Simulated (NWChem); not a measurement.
**Correlation energy of CH4N**

SMILES: [NH]C
```xyz
6

C      0.5953    -0.1823     0.0000
N     -0.7292     0.3692     0.0000
H      0.7756    -0.8336     0.8827
H      1.3596     0.6118     0.0000
H      0.7756    -0.8336    -0.8827
H     -1.3778    -0.4354     0.0000
```
Charge 0, spin multiplicity 2.

Program: NWChem. Structure: optimised with UB3LYP/def2-SVP, a minimum by its harmonic frequencies.

Basis set: def2-SVP. Each correlation energy counts from its own Hartree-Fock reference.

The correlated methods keep 2 core orbitals frozen. The structure started from a generated list of species. The unpaired electrons of the parent sit in orbitals of symmetry a" (Cs labels of the run); other states weren't searched. The stability of the SCF solutions was not checked. Open-shell Hartree-Fock references start from PBE0 orbitals. Coupled-cluster values serve here as a point of comparison, not as the truth.

### Question
One of these methods gave a correlation energy of -283.4 mHa. Which?
(A) UMP2
(B) SCS-UMP2
(C) CCSD[T] on UHF
(D) CCSD on UHF

### Answer
A, UMP2. The others give -285.8 (SCS-UMP2), -317.1 (CCSD on UHF), -324.9 (CCSD[T] on UHF).
